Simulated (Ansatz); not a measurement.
Consider the isomerisation: `O=CO[SiH2][SiH3]` → `C1O[SiH2]O[SiH2]1`.

Isolated molecules relaxed with PBE0-D4/def2-TZVP in Ansatz; ΔE leaves out vibrations. CCSD(T)/CBS adds triple-zeta CCSD(T) − MP2 to the extrapolated MP2 energy (def2 sets, frozen cores). Functionals use def2-TZVPP. One conformer a species, not always the lowest.

Q: Is it downhill or uphill in electronic energy at CCSD(T)/CBS, and by how much? (Estimate.)

A: Computed: Downhill: ΔE = -235.8 kJ/mol.

Q: What do these levels give: revPBE-D4, BHLYP-D4, CAM-B3LYP-D4, PBE, PBE0, r2SCANh, RPA@PBE/def2-TZVPP, HF/def2-SVP, CCSD/def2-SVP, HF/def2-QZVPP, SCS-MP2/def2-QZVPP, HF/CBS(def2)? (Estimate.)

A: Computed: revPBE-D4 -184.4, BHLYP-D4 -237.4, CAM-B3LYP-D4 -228.0, PBE -186.8, PBE0 -211.6, r2SCANh -222.4, RPA@PBE/def2-TZVPP -215.7, HF/def2-SVP -184.7, CCSD/def2-SVP -171.7, HF/def2-QZVPP -234.8, SCS-MP2/def2-QZVPP -244.0, HF/CBS(def2) -235.3 kJ/mol.

Largest T1 diagnostic among the species: 0.016.

From PBE to PBE0 (25 % exact exchange), in def2-TZVPP and without D4, ΔE moves by −24.8 kJ/mol. Leaving LDA and LC-ωPBE aside and taking each functional with its dispersion term where it has one, the values spread over 53.0 kJ/mol, from BHLYP-D4 to revPBE-D4. LDA lies −26.4 kJ/mol from PBE without D4. At CCSD(T), def2-SVP lies +72.3 kJ/mol from the extrapolated value and def2-TZVPP +10.7 kJ/mol.
